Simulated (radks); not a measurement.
Q: Co XXIII, configuration [He] 2s2 2p1. Method: scalar-relativistic Kohn-Sham, exchange-only LDA, spin-polarised, spherical densities, point nucleus; open shells are filled with parallel spins first; computed with a radial shooting solver on a logarithmic mesh with Libxc functionals. Some entries of the table are withheld. Estimate them.

orbital  occ.  eigenvalue (eV)  <r^2> (bohr^2)  <r> (bohr)
1s up       1        -8919.186        0.004212     0.05601
1s down     1        -8911.257        0.004204     0.05596
2s up       1              (1)         0.06473      0.2352
2s down     1              (2)         0.06513      0.2359
2p up       1        -1894.172             (3)      0.2017
2p down     0        -1877.702             (4)      0.2025
3s up       0        -820.7884          0.3448      0.5508
3s down     0        -817.3044          0.3472      0.5528
3p up       0        -796.1386          0.3157      0.5233
3p down     0        -792.1319          0.3185      0.5256

A: 
(1) 2s up eigenvalue (eV): -1973.081
(2) 2s down eigenvalue (eV): -1959.487
(3) 2p up <r^2> (bohr^2): 0.04911
(4) 2p down <r^2> (bohr^2): 0.04952
